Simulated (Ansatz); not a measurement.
Cartesian coordinates in Å:
```
F 1.761 0.157 0.511
C 0.544 -0.395 0.377
F 0.229 -0.952 1.559
F 0.669 -1.404 -0.506
Si -0.780 0.903 -0.184
H -0.336 1.481 -1.477
H -2.089 0.210 -0.281
```

Charge 0, multiplicity 2.

Q: List the ωB97M-V/def2-TZVPP orbital energies in eV (Ansatz 0.2.0). (Best estimate.)

A: The calculation gave: α occupied: -1807.99, -678.57, -678.57, -678.56, -287.97, -149.06, -103.31, -103.14, -103.11, -39.43, -37.07, -37.05, -22.72, -19.82, -19.24, -19.24, -16.84, -15.99, -15.98, -14.96, -14.92, -14.31, -12.98, -12.10, -8.91. α empty: 1.73, 2.54, 2.81, 4.54, 4.68, 5.22, 5.72, 5.88. β occupied: -1807.89, -678.57, -678.56, -678.53, -287.96, -148.95, -103.06, -103.04, -102.99, -39.42, -37.07, -37.01, -22.65, -19.59, -19.23, -19.19, -16.42, -15.97, -15.92, -14.95, -14.86, -14.29, -12.76, -11.92. β empty: -1.56, 1.96, 2.86, 3.00, 4.82, 4.88, 5.31, 6.02. ⟨S²⟩ = 0.751.
